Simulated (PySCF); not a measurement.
Si(F)(NHSiH3)2(Cl) (ClFH₈N₂Si₃), SMILES F[Si](N[SiH3])(Cl)N[SiH3]. Atoms are numbered in the order given.

```xyz
15

F      0.4429    -0.3995    -1.6951
Si     0.0575    -0.0658    -0.1560
Cl    -0.7071     1.8479    -0.1839
N     -1.1895    -1.0367     0.4771
Si    -2.8904    -0.6482     0.6878
N      1.5427    -0.2380     0.6619
Si     3.1398    -0.2918    -0.0669
H     -0.9255    -1.9912     0.7079
H     -3.5539    -1.9270     1.0798
H     -3.5013    -0.1354    -0.5718
H     -3.1018     0.3595     1.7678
H      1.5137    -0.2016     1.6762
H      4.1180    -0.1639     1.0533
H      3.3819    -1.5808    -0.7791
H      3.3334     0.8275    -1.0332
```

Coordinates come from a PBE0-D3(BJ)/def2-SVP optimisation. One conformer was computed; it need not be the lowest.

These are M06-2X/def2-TZVP run with PySCF values and carry that method's errors.

The molecule is in vacuum.

**Question.** Estimate the frontier levels, gap, dipole moment. (An estimate is asked for; the answer gives what the named calculation found.)

**Answer.** 
The highest occupied level is -9.36 eV, the lowest empty level is 0.56 eV and the orbital gap comes out as 9.92 eV. The dipole moment comes out as 2.84 D and the quadrupole, principal values (traceless, Buckingham form, about the centre of nuclear charge) is -4.99, 1.82, 3.17 D·Å.
